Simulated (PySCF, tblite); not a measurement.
Isomers of C5H8O3SSi, one GFN2-xTB conformer each. Single-point energies are computed at PBE0/pcSseg-1 (PySCF, gas phase, no added dispersion term), electronic only.

```tsv
SMILES	GFN2-xTB relative energy (kcal/mol)
O=CO/C=C/[Si@@H]1OCCS1	0.0
C=C([SiH2]OC(C)=S)C(=O)O	9.9
```

Conformers: `[O:1]=[CH:2][O:3]/[CH:4]=[CH:5]/[Si@@H:6]1[O:7][CH2:8][CH2:9][S:10]1` with O1–C2–O3–C4 0°, C2–O3–C4–C5 -178°, C4–C5–Si6–O7 7°, C5–Si6–O7–C8 -113°, Si6–O7–C8–C9 -30°, O7–C8–C9–S10 43°, C8–C9–S10–Si6 -33°; `[CH2:1]=[C:2]([SiH2:3][O:4][C:5]([CH3:6])=[S:7])[C:8](=[O:9])[OH:10]` with C1–C2–Si3–O4 -118°, C2–Si3–O4–C5 -178°, Si3–O4–C5–C6 176°, C1–C2–C8–O9 -170°, C2–C8–O10–H 180°.

Q: What does PBE0/pcSseg-1 give for the same structures?

A: 
```
                  SMILES  PBE0/pcSseg-1 E (Eh)  PBE0/pcSseg-1 (kcal/mol)  GFN2-xTB (kcal/mol)  point group
  O=CO/C=C/[Si@@H]1OCCS1           -1107.94787                       0.0                  0.0           C1
C=C([SiH2]OC(C)=S)C(=O)O           -1107.93307                       9.3                  9.9           C1
```

Both levels put the same isomer lowest. As drawn, the higher has an O–H bond and a C=S bond, which the lower lacks.

Q: Which frontier levels, dipoles and rotational constants go with these structures?

A: 
| SMILES | HOMO (eV, PBE0/pcSseg-1) | LUMO (eV) | dipole (D) | A, B, C (MHz) |
| --- | --- | --- | --- | --- |
| O=CO/C=C/[Si@@H]1OCCS1 | -6.94 | -1.13 | 0.44 | 2073, 454.2, 419.6 |
| C=C([SiH2]OC(C)=S)C(=O)O | -6.62 | -1.83 | 3.88 | 1995, 511.9, 461.5 |

Q: What happens when harmonic zero-point energies from GFN2-xTB frequencies are added?

A: 
```json
{"SMILES": "O=CO/C=C/[Si@@H]1OCCS1", "ZPE (kcal/mol)": "78.4", "electronic (kcal/mol)": "0.0", "with ZPE (kcal/mol)": "0.0"}
{"SMILES": "C=C([SiH2]OC(C)=S)C(=O)O", "ZPE (kcal/mol)": "75.3", "electronic (kcal/mol)": "9.3", "with ZPE (kcal/mol)": "6.2"}
```

The zero-point energies span 3.1 kcal/mol. The order is unchanged.
